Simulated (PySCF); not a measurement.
## Electron correlation in Ga (gallium, neutral)

[Ar] 3d10 4s2 5s1, 2S determinant (an excited configuration). All numbers are calculated (PySCF 2.14, a scalar-relativistic core potential, in aug-cc-pVQZ-PP with ECP10MDF (7s6p5d3f2g, 89 functions)). Frozen: 3s2 3p6 3d10; 3 electrons correlated.

```tsv
level	correlation energy (mhartree)
CCSD	-43.41
(T)	-0.67
CCSD(T)	-44.08
```

Diagnostics: T1 = 0.018, D1 = 0.0426, largest double amplitude 0.082.

The outer electron is Rydberg-like, and this basis confines it to a smaller radius and binds it less than a complete one would.

Cost of the coupled-cluster step: about 27 core-seconds, for 3 correlated electrons.

Iterations:

```
CC2 = 0
CCSD nocc = (np.int64(2), np.int64(1)), nmo = (80, 80)
frozen orbitals [[0, 1, 2, 3, 4, 5, 6, 7, 8], [0, 1, 2, 3, 4, 5, 6, 7, 8]]
max_cycle = 100
direct = 0
conv_tol = 1e-08
conv_tol_normt = 1e-06
diis_space = 8
diis_start_cycle = 0
Init t2, MP2 energy = -0.0326224737423284
Init E_corr(UCCSD) = -0.0326224738242991
cycle = 1  E_corr(UCCSD) = -0.0390202653421107  dE = -0.00639779152  norm(t1,t2) = 0.0517228
cycle = 2  E_corr(UCCSD) = -0.041580802863056  dE = -0.00256053752  norm(t1,t2) = 0.0228113
cycle = 3  E_corr(UCCSD) = -0.0434306334139536  dE = -0.00184983055  norm(t1,t2) = 0.0105793
cycle = 4  E_corr(UCCSD) = -0.0433943574225396  dE = 3.62759914e-05  norm(t1,t2) = 0.00149927
cycle = 5  E_corr(UCCSD) = -0.0434124811189772  dE = -1.81236964e-05  norm(t1,t2) = 0.000501307
cycle = 6  E_corr(UCCSD) = -0.0434065451676821  dE = 5.9359513e-06  norm(t1,t2) = 0.000190855
cycle = 7  E_corr(UCCSD) = -0.0434075743333457  dE = -1.02916566e-06  norm(t1,t2) = 5.83384e-05
cycle = 8  E_corr(UCCSD) = -0.0434084829591104  dE = -9.08625765e-07  norm(t1,t2) = 1.91803e-05
cycle = 9  E_corr(UCCSD) = -0.0434080616086195  dE = 4.21350491e-07  norm(t1,t2) = 4.60645e-06
cycle = 10  E_corr(UCCSD) = -0.0434081526535872  dE = -9.10449676e-08  norm(t1,t2) = 1.47245e-06
cycle = 11  E_corr(UCCSD) = -0.0434081441816522  dE = 8.47193497e-09  norm(t1,t2) = 4.51322e-07
UCCSD converged
E(UCCSD) = -258.242215730989  E_corr = -0.0434081441816522
UCCSD(T) correction = -0.0006719278056814
```
